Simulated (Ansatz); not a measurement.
Ansatz (an electronic-structure program) input (HF/3-21G): The .json file is the Basis Set Exchange's 3-21G.

Ansatz 0.2 input:
```yaml
crystal:
  periodic: [false, false, false]
  atoms:
    - {symbol: C, position_ang: [2.87826100, 0.19759200, -0.45028500]}
    - {symbol: C, position_ang: [1.47736700, -0.27671400, -0.54474000]}
    - {symbol: O, position_ang: [0.60147400, 0.30506200, 0.32428400]}
    - {symbol: Ge, position_ang: [-1.16138800, -0.03985500, 0.15994800]}
    - {symbol: H, position_ang: [2.93098900, 1.28471700, -0.55629100]}
    - {symbol: H, position_ang: [3.48740700, -0.25694000, -1.23289000]}
    - {symbol: H, position_ang: [3.33498500, -0.05155400, 0.51951000]}
    - {symbol: H, position_ang: [1.25620600, -1.29437700, -0.86214300]}
    - {symbol: H, position_ang: [-1.77989400, 0.58667600, 1.41271100]}
    - {symbol: H, position_ang: [-1.66863300, 0.60944400, -1.13817900]}
    - {symbol: H, position_ang: [-1.34220600, -1.56838800, 0.11481100]}
basis:
  gaussian:
    orbitals: 3-21G.json
hamiltonian:
  xc: {name: HF}
magnetization: {spin_polarized: true, initial_magnetization: 1}
relax: {f_tol: 0.003, max_steps: 120}
```

From the output:

```
reference -60386.01688733 eV, -2219.1451894969 hartree; 30, 29 occupied and 34, 35 virtual orbitals, 740 factors
relax step  12: F+E_penalty+E_count = -60386.01688733 eV  Δ(F+E_penalty+E_count) = -2.958e-6 eV  max|allowed force component| = 3.024e-3 eV/Å  Δτ_max = 0.0034 Å  (29 SCF iters, accepted)
these checks for a lower state are left out or cut short: starts, cluster_reference, orbital_swaps, neighbouring_geometries, increment
integrals: 0.01 GiB planned
740 factors; integrals over basis functions are off by at most 5.4e-4 eV
mean field: 0.33 GiB planned
mean field -60386.01688835 eV, -2219.1451895347 hartree, gradient 2.4e-5 eV, S^2 0.760446; 0 other end points of the search recorded, 0 dependent functions left out
the calculation of the forces begins
reference -60386.01688835 eV, -2219.1451895347 hartree; 30, 29 occupied and 34, 35 virtual orbitals, 740 factors
relax step  13: F+E_penalty+E_count = -60386.01688835 eV  Δ(F+E_penalty+E_count) = -1.028e-6 eV  max|allowed force component| = 1.850e-3 eV/Å  Δτ_max = 0.0021 Å  (29 SCF iters, accepted)
integrals: 0.01 GiB planned
740 factors; integrals over basis functions are off by at most 5.4e-4 eV
mean field: 0.33 GiB planned
mean field evaluation 128: about -60386.0169 eV, gradient 8.8e-3 eV
mean field -60386.01688835 eV, -2219.1451895347 hartree, gradient 2.4e-5 eV, S^2 0.760446; 1 other end points of the search recorded, 0 dependent functions left out
the calculation of the forces begins
reference -60386.01688835 eV, -2219.1451895347 hartree; 30, 29 occupied and 34, 35 virtual orbitals, 740 factors
Total energy: -60386.01688835 eV, -2219.1451895347 hartree
Atom 0 at     2.909782     0.215785    -0.434697 Å, force    -0.000049    -0.000058    -0.000352 eV/Å
Atom 1 at     1.551782    -0.378923    -0.654807 Å, force     0.000540    -0.000345     0.000144 eV/Å
Atom 2 at     0.542993     0.207323     0.090515 Å, force     0.001850     0.000956     0.000769 eV/Å
Atom 3 at    -1.178669    -0.008935     0.155456 Å, force     0.001205    -0.000687    -0.001397 eV/Å
Atom 4 at     2.866806     1.289478    -0.571896 Å, force    -0.000082    -0.000203     0.000029 eV/Å
Atom 5 at     3.624527    -0.201843    -1.133166 Å, force     0.000046     0.000148     0.000240 eV/Å
Atom 6 at     3.262601     0.024756     0.576910 Å, force    -0.000548     0.000101    -0.000208 eV/Å
Atom 7 at     1.455486    -1.436477    -0.844505 Å, force    -0.000124    -0.000021    -0.000252 eV/Å
Atom 8 at    -1.643243     0.597963     1.482568 Å, force    -0.000857    -0.000386    -0.000695 eV/Å
Atom 9 at    -1.865096     0.702584    -1.024940 Å, force    -0.000941     0.000404     0.000857 eV/Å
Atom 10 at    -1.512400    -1.516049     0.105298 Å, force    -0.001039     0.000092     0.000865 eV/Å
Dipole moment:    -0.097125    -0.173537    -0.069223 e Å
```

The geometry given is a B3LYP-D3(BJ)/def2-TZVP minimum.
